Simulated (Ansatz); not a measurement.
Consider the atomization: `[ZnH][SiH]1[SiH2][Te]1` → 4 H• + 2 Si• + Te• + Zn (atom).

Computed with Ansatz on PBE0-D4/def2-TZVP structures; ΔE is electronic, products minus reactants. CCSD(T)/CBS is the MP2 limit (def2-TZVPP, def2-QZVPP) plus CCSD(T) − MP2 in def2-TZVPP, frozen cores. This one scheme is used for every species, atoms too. For atomizations the MP2-based limit and the directly extrapolated one differ by several kJ/mol either way, and by 10 to 25 for some Ge, Se and Sn compounds, so smaller differences from it don't rank the levels. DFT in def2-TZVPP. No spin–orbit coupling; open shells (•) take unrestricted orbitals. Spin–orbit coupling would lower the free atoms: a little for Si; strongly for Te. Elements past krypton have def2 core potentials. Bonds to Te, Zn are less sure, by a few kJ/mol each and by 10 to 20 or more in all where they break to atoms, as the def2 sets lack core-valence functions. Scalar relativity is left out up to krypton.

Problem. What is ΔE at CCSD(T)/CBS? (Estimate.)

Solution. The calculation gave: +467.6 kcal/mol.

Problem. What do these levels give: LDA (SPW92), revPBE-D4, CAM-B3LYP-D4, B2PLYP, PBE-QIDH, PBE, revPBE, CAM-B3LYP, HF/def2-SVP, CCSD/def2-TZVPP, MP2/CBS(def2), CCSD/CBS(def2)? (Estimate.)

Solution. Ansatz gave: LDA (SPW92) 528.7, revPBE-D4 455.8, CAM-B3LYP-D4 456.8, B2PLYP 450.6, PBE-QIDH 463.1, PBE 459.1, revPBE 441.4, CAM-B3LYP 450.8, HF/def2-SVP 319.5, CCSD/def2-TZVPP 438.6, MP2/CBS(def2) 471.7, CCSD/CBS(def2) 457.7 kcal/mol.

Largest T1 diagnostic among the species: 0.017.

Leaving LDA and LC-ωPBE aside and taking each functional with its dispersion term where it has one, the values, not all of them listed here, spread over 21.0 kcal/mol, from B2PLYP to ωB97X-V. LDA lies +69.6 kcal/mol from PBE without D4, its usual overbinding. From BLYP to BHLYP (50 % exact exchange), in def2-TZVPP and without D4, ΔE moves by +4.2 kcal/mol. The D4 term adds +10.8 kcal/mol with B3LYP and +5.6 kcal/mol with PBE0; it sums over pairs of atoms, weighted by their polarisabilities, and B3LYP, whose exchange is more repulsive, gets the larger term.

B3LYP here is the variant with VWN-RPA as its local correlation; programs differ in this.
